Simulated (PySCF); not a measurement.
## Structure from 2D NMR

Compound of formula C5H6F2O4. Correlations simulated from computed shifts and the bond graph:

HSQC (one-bond C–H):
| δH | δC |
| --- | --- |
| 8.13 | 163.0 |
| 7.16 | 89.3 |
| 5.89 | 89.4 |
| 5.37 | 89.4 |
| 2.40 | 40.8 |
| 2.11 | 40.8 |

COSY cross peaks (H two or three bonds apart, from the bond graph; peaks can be absent where the dihedral angle is near 90°):
| δH | δH |
| --- | --- |
| 7.16 | 2.40 |
| 7.16 | 2.11 |
| 5.89 | 5.37 |
| 2.40 | 2.11 |

HMBC (two and three bonds, from the bond graph):
| δH | δC |
| --- | --- |
| 8.13 | 89.3 |
| 7.16 | 163.0, 128.7, 89.4, 40.8 |
| 5.89 | 128.7, 89.3 |
| 5.37 | 128.7, 89.3 |
| 2.40 | 128.7, 89.3 |
| 2.11 | 128.7, 89.3 |

Carbons without hydrogens: δ 128.7.

[PySCF: structure optimised with GFN2-xTB; NMR shieldings at PBE0/pcSseg-1/GIAO; no relativistic terms; one conformer; no solvent]

Chemical shifts δ = σref − σ; ¹H (σ = 31.72 ppm) and ¹³C (σ = 186.93 ppm) vs TMS, all at this level.

Exchangeable hydrogens are left out of these lists.

Problem. Work out the connectivity.

Solution. `O=CO[C@@H]1CC(F)(F)OCO1`.

Structure with atom numbers: `[O:1]=[CH:2][O:3][C@@H:4]1[CH2:5][C:6]([F:7])([F:8])[O:9][CH2:10][O:11]1` (H(Xn): hydrogen on atom n). Ha(C5), Ha(C10) are cis to O3 on the ring; Hb(C5), Hb(C10) are trans to O3 on the ring.

1. δC 163.0 is C2, an ester carbonyl carbon (δH 8.13).
2. δC 128.7 is C6, a fully substituted sp3 carbon bonded to 2 F and O.
3. δC 89.4 is C10, an sp3 carbon bearing two oxygens (δH 5.89, 5.37).
4. δC 89.3 is C4, an sp3 carbon bearing two oxygens (δH 7.16).
5. δC 40.8 is C5, an sp3 CH2 in a ring (δH 2.40, 2.11).
6. HMBC from δH 7.16 reaches the proton-free carbon C6.
7. HMBC from δH 5.89 reaches the proton-free carbon C6.
8. HMBC from δH 5.37 reaches the proton-free carbon C6.
9. HMBC from δH 2.40 reaches the proton-free carbon C6.
10. COSY links 7.16–2.40, 7.16–2.11, 5.89–5.37, 2.40–2.11.

The data come from this structure; uniqueness wasn't tested.

Shifts are as computed. Against solution values, carbons near 30 ppm lie about +3 ppm off and those near 130 ppm about +5 ppm. Of 1211 compounds with measured shifts, 218 miss one by over three times the rms of a fit or turn the order of signals round; such compounds aren't used in these exercises.
